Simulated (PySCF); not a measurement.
Excitation energy of O by level of theory

O [He] 2s2 2p4 (3P) → O [He] 2s1 2p5 (3P), as a difference of total energies. Computed with PySCF 2.14 in x2c-TZVPPall, with scalar relativity by spin-free X2C-1e. Correlated levels: valence: 1s2 frozen. The calculations carry no spin-orbit coupling.

```json
{"method": "UHF", "excitation energy (cm⁻¹)": "136470"}
{"method": "MP2 (valence)", "excitation energy (cm⁻¹)": "129740"}
{"method": "SCS-MP2 (valence)", "excitation energy (cm⁻¹)": "129210"}
{"method": "CCSD (valence)", "excitation energy (cm⁻¹)": "127770"}
{"method": "CCSD(T) (valence)", "excitation energy (cm⁻¹)": "127070"}
{"method": "CCSDT (valence)", "excitation energy (cm⁻¹)": "126920"}
```

The upper state lies above the first ionisation limit, where it may autoionise and the basis confines it.
